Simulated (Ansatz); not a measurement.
`CBNC` + H₂ → `BNC` + CH₄ at 500 K and 1 bar (hydrogenolysis of a B–C bond).

Isolated molecules relaxed with PBE0-D4/def2-TZVP in Ansatz; ΔE leaves out vibrations. CCSD(T)/CBS adds triple-zeta CCSD(T) − MP2 to the extrapolated MP2 energy (def2 sets, frozen cores). This one scheme is used for every species. One conformer a species, not always the lowest.

| species | CCSD(T)/CBS energy (Eh) | H − E (kJ/mol) | S (J/(mol·K)) |
| --- | --- | --- | --- |
| `CBNC` | -160.46148 | 316.6 | 364.3 |
| H₂ | -1.17544 | 41.0 | 145.5 |
| `BNC` | -121.18426 | 231.8 | 309.7 |
| CH₄ | -40.46206 | 135.6 | 206.8 |

H − E and S are ideal-gas, rigid-rotor, harmonic terms from PBE0-D4/def2-TZVP, for one conformer and one mirror image of each species. For small species the MP2-based limit differs from directly extrapolated CCSD(T) by up to some mEh (0.8 for H₂); such offsets cancel only in part. 1 Eh = 2625.50 kJ/mol, R = 8.31446 J/(mol·K).

Q: By hand: ΔE, ΔH, ΔS and ΔG.

A: ΔE = (-121.18426) + (-40.46206) − (-160.46148) − (-1.17544) = -0.00940 Eh = -24.7 kJ/mol. Δ(H − E) = 231.8 + 135.6 − 316.6 − 41.0 = 9.8, so ΔH = -14.9 kJ/mol. ΔS = 309.7 + 206.8 − 364.3 − 145.5 = 6.7 J/(mol·K). ΔG = -14.9 − 500 × (6.7)/1000 = -18.2 kJ/mol.

Q: By hand: the equilibrium constant, and the temperature at which ΔG would vanish if ΔH and ΔS stayed fixed.

A: log₁₀ K = −ΔG/(RT ln 10) = 1.9. ΔH and −TΔS have one sign here, so there is no such temperature.

The number of gas molecules stays the same, so ΔS is small and ΔH decides. A doubt of 5 kJ/mol in ΔE shifts log₁₀ K by 0.5 here. Other conformers and mirror images would add mixing entropy, several J/(mol·K) or more a flexible species. These are equilibria of isolated gas molecules and say nothing of rates. Largest T1 diagnostic: 0.012 (customary marks: 0.02 for closed shells, 0.045 for open ones).

ΔS is within the doubt of such terms, so its sign, and with it that verdict, could turn.
